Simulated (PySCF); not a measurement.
Stepwise substitution at one centre (B SiH3-I). Isolated molecules, 0 K electronic values unless said otherwise. Strings in code marks are SMILES.

The numbers are results of PySCF with r2SCAN-D4/def2-TZVP, not measurements. Excitations are Tamm–Dancoff values on a coarser integration grid. The basis has no diffuse functions, so Rydberg states are missing or too high.

| species | S1 oscillator strength | HOMO–LUMO gap (eV) | dipole moment (D) | LUMO (eV) | S1–T1 gap (TDA) (eV) |
|---|---|---|---|---|---|
| 0 of 3 SiH3 replaced by I (`[SiH3]B([SiH3])[SiH3]`) | ? | 3.27 | 0.11 | -3.84 | 0.87 |
| 1 of 3 SiH3 replaced by I (`[SiH3]B(I)[SiH3]`) | ? | ? | 0.06 | -3.60 | 0.56 |
| 2 of 3 SiH3 replaced by I (`[SiH3]B(I)I`) | 0.000 | 3.37 | 0.06 | -3.37 | 0.48 |
| 3 of 3 SiH3 replaced by I | ? | 3.46 | 0.00 | -3.11 | ? |

**Question.** Some entries are withheld; supply them.

**Answer.** 
- 0 of 3 SiH3 replaced by I (`[SiH3]B([SiH3])[SiH3]`), S1 oscillator strength: 0.001
- 1 of 3 SiH3 replaced by I (`[SiH3]B(I)[SiH3]`), S1 oscillator strength: 0.000
- 1 of 3 SiH3 replaced by I (`[SiH3]B(I)[SiH3]`), HOMO–LUMO gap (eV): 2.74
- 3 of 3 SiH3 replaced by I, S1 oscillator strength: 0.000
- 3 of 3 SiH3 replaced by I, S1–T1 gap (TDA) (eV): 0.18
